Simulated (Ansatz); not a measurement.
Calculated with Ansatz (gas phase, PBE0-D4/def2-TZVP geometries, no zero-point term in ΔE). CCSD(T)/CBS adds triple-zeta CCSD(T) − MP2 to the extrapolated MP2 energy (def2 sets, frozen cores). One conformer a species, not always the lowest.

Reaction (substitution at a C–N bond): `CCN=C=CO` + `C[Si](O)(F)F` → `CCO[Si](C)(F)F` + `N=C=CO`

| species | HF/CBS(def2) energy (Eh) |
| --- | --- |
| `CCN=C=CO` | -284.91254 |
| `C[Si](O)(F)F` | -603.27958 |
| `CCO[Si](C)(F)F` | -681.36920 |
| `N=C=CO` | -206.81344 |

Q: Work out ΔE.

A: ΔE = (-681.36920) + (-206.81344) − (-284.91254) − (-603.27958) = 0.00948 Eh = +24.9 kJ/mol. CCSD(T)/CBS gives +32.4 kJ/mol.

Largest T1 diagnostic among the species: 0.014.

In def2-TZVPP, CCSD(T) changes the Hartree–Fock value by +6.0 kJ/mol (the triples alone add +1.2 kJ/mol) and MP2 by +14.3 kJ/mol. The D4 term adds −3.7 kJ/mol with B3LYP and −2.2 kJ/mol with PBE0; it sums over pairs of atoms, weighted by their polarisabilities, and B3LYP, whose exchange is more repulsive, gets the larger term.

B3LYP here is the variant with VWN-RPA as its local correlation; programs differ in this.
